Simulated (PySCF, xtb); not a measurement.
CH8Ge2, SMILES [GeH3][CH2][GeH3].

Harmonic wavenumbers (cm⁻¹) from xtb 6.7.1 with GFN2-xTB at its own minimum, in rising order: 99, 107, 112, 432, 444, 468, 472, 625, 662, 714, 764, 807, 851, 858, 867, 868, 996, 1090, 1418, 1974, 1976, 2052, 2067, 2070, 2087, 2950, 2959.

Question: What does PBE0-D3(BJ)/def2-SVP in PySCF give at its own minimum? (An estimate is asked for; the answer gives what the named calculation found.)

Answer: 76, 117, 119, 448, 456, 513, 522, 686, 689, 768, 834, 859, 886, 888, 894, 898, 1021, 1070, 1383, 2145, 2150, 2151, 2152, 2157, 2158, 3088, 3159. Paired by order, the mean absolute difference is 61 cm⁻¹ and the zero-point energies are 44.0 and 46.2 kcal/mol.
